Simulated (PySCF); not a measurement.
## From a computed spectrum to the compound

A species of 7 atoms with charge 2 has these harmonic modes (B3LYP, small Gaussian bases with core potentials, PySCF 2.14.0):

| cm⁻¹ | km/mol | symmetry |
| --- | --- | --- |
| 97 | 105.6 | e |
| 97 | 105.6 | e |
| 134 | 0.0 | b1 |
| 159 | 275.0 | e |
| 159 | 275.0 | e |
| 447 | 0.0 | a1 |
| 520 | 4.9 | b2 |
| 768 | 52.2 | e |
| 768 | 52.2 | e |
| 1587 | 102.2 | b2 |
| 1592 | 0.0 | a1 |
| 3584 | 1076.2 | b2 |
| 3599 | 0.0 | a1 |
| 3676 | 499.0 | e |
| 3676 | 499.0 | e |

Task: Which species is it, and in which structure?

Result: [Hg(H2O)2]2+ (singlet):
```xyz
7

Hg    0.0000    0.0000    0.0000
O     0.0000    0.0000    2.0618
H     0.5726    0.5726    2.6205
H    -0.5726   -0.5726    2.6205
O     0.0000    0.0000   -2.0618
H     0.5726   -0.5726   -2.6205
H    -0.5726    0.5726   -2.6205
```
Ideal gas at 298.15 K and 1 bar: S = 331.5 J/(mol K), Cp = 90.6 J/(mol K), H − H(0 K) = 20.6 kJ/mol (rigid rotor, harmonic modes, spin degeneracy alone). 
 The answer isn't unique; the calculation gave this one.
